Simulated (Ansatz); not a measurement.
Correlation energies of CH₅FSSn (`F[CH2][SnH2][SH]`) by basis set

| atom | x (Å) | y (Å) | z (Å) |
| --- | --- | --- | --- |
| F1 | 0.792 | -0.574 | -1.747 |
| C2 | 0.676 | 0.586 | -0.997 |
| Sn3 | -0.018 | 0.067 | 0.990 |
| S4 | -2.158 | -0.989 | 0.720 |
| H5 | -0.044 | 1.245 | -1.487 |
| H6 | 1.652 | 1.077 | -0.965 |
| H7 | 1.085 | -1.006 | 1.730 |
| H8 | -0.295 | 1.449 | 1.950 |
| H9 | -1.690 | -1.856 | -0.195 |

The species carries charge 0 and has multiplicity 1. Correlated methods include outer-core shells of Sn, which these sets cover unevenly. Sn: def2 effective core potential. Geometry: relaxed with PBE0-D4/def2-TZVP. It is one conformer, not always the lowest. Frozen core, restricted reference, Ansatz 0.2.0.

```
     basis     HF (Eh)  MP2 corr.  CCSD corr.       (T)  CCSD(T) total
  def2-SVP  -750.84254   -0.56940    -0.61907  -0.01522     -751.47683
def2-TZVPP  -751.16501   -0.93208    -0.96527  -0.03325     -752.16353
def2-QZVPP  -751.18454   -1.19649           –         –              –
```
